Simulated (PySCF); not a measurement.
CH₅F₃Si₂.

```xyz
11

F     -2.4705    -0.4196     0.5775
Si    -1.3419    -0.2170    -0.5742
C      0.3638     0.0609     0.2551
F      0.2626     1.1753     1.0847
F      0.6256    -1.0331     1.0768
Si     1.9220     0.3202    -0.8565
H     -1.6821     0.9812    -1.3755
H     -1.2740    -1.4439    -1.4011
H      2.1026    -0.8815    -1.7113
H      3.0833     0.5108     0.0450
H      1.7063     1.5186    -1.7080
```

Coordinates come from a TPSSh-D3(BJ)/def2-SVP optimisation. The structure was generated by enumeration, and PubChem lists no compound with its InChIKey, so it may never have been made. One conformer was computed; it need not be the lowest.

Calculation: PySCF with PBE/pcSseg-1. Non-relativistic, no solvent.

Problem. Give the absolute GIAO shielding of each atom: isotropic value and principal components (ppm). (The exact figures need the calculation; the answer reports its results.)

Solution. 
| atom | σ(iso) | σ11 | σ22 | σ33 | span |
|---|---|---|---|---|---|
| F1 | 397.4 | 374.0 | 386.4 | 431.7 | 57.6 |
| Si2 | 345.2 | 305.6 | 321.4 | 408.7 | 103.2 |
| C3 | 33.4 | 25.0 | 31.1 | 44.1 | 19.0 |
| F4 | 290.8 | 132.3 | 277.9 | 462.2 | 329.9 |
| F5 | 290.8 | 132.4 | 277.6 | 462.5 | 330.1 |
| Si6 | 415.5 | 393.4 | 403.0 | 450.1 | 56.7 |
| H7 | 26.0 | 22.9 | 25.0 | 30.0 | 7.1 |
| H8 | 26.0 | 22.9 | 25.1 | 30.0 | 7.1 |
| H9 | 27.3 | 24.3 | 25.8 | 32.0 | 7.7 |
| H10 | 27.2 | 24.3 | 25.7 | 31.6 | 7.3 |
| H11 | 27.3 | 24.3 | 25.8 | 32.0 | 7.7 |
